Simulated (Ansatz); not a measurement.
BBrH$_{4}$Si (`[SiH3]BBr`). The species carries charge 0 and has multiplicity 1.

Cartesian coordinates in Å:
```
Si 0.1839 0.4947 -0.7038
B -0.3291 -0.8138 0.7390
Br 0.0262 -0.3473 2.5471
H 1.6433 0.7752 -0.6125
H -0.5511 1.7707 -0.4813
H -0.1254 -0.0044 -2.0703
H -0.8478 -1.8752 0.5818
```

Question: What are the harmonic wavenumbers in cm⁻¹ at PBE0-D4/def2-TZVP (Ansatz, finite differences of forces, unscaled)? (Estimate.)

Answer: Ansatz gave: 56i, 148, 417, 487, 638, 747, 764, 878, 929, 942, 1027, 2213, 2218, 2227, 2656.

Question: Is this a minimum?

Answer: No: 1 imaginary mode, so it is a saddle point.
